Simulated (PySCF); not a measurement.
**Ionisation energy of Ta by level of theory**

Ta [Xe] 4f14 5d3 6s2 (4F) → Ta⁺ [Xe] 4f14 5d3 6s1 (5F), as a difference of total energies. All numbers are calculated (PySCF 2.14, scalar relativity through the core potential, in def2-QZVPPD with the def2 core potential (60 electrons)). Correlated levels: valence: 5s2 5p6 frozen; valence and next inner shell: nothing frozen outside the core potential. The calculations carry no spin-orbit coupling.

| method | ionisation energy (eV) |
| --- | --- |
| UHF | 5.723 |
| LDA | 7.608 |
| PBE | 7.214 |
| PBE0 | 7.033 |
| BLYP | 7.439 |
| BP86 | 7.437 |
| M06-L | 7.661 |
| MP2 (valence) | 6.917 |
| SCS-MP2 (valence) | 7.159 |
| MP2 (valence and next inner shell) | 7.210 |
| SCS-MP2 (valence and next inner shell) | 7.333 |

**Question.** Estimate what r2SCAN gives.

**Answer.** 6.815 eV, closest to MP2 (valence) among the rows shown.

**Question.** Estimate what M06 gives.

**Answer.** 8.044 eV, closest to M06-L among the rows shown.

Errors of the correlated levels include the incompleteness of this basis and the frozen core.

MP2 underrates the near-degeneracy of ns² with np² in the lower species.

For comparison: 7.573 eV (measured; NIST levels, between the centres of gravity of the two terms).
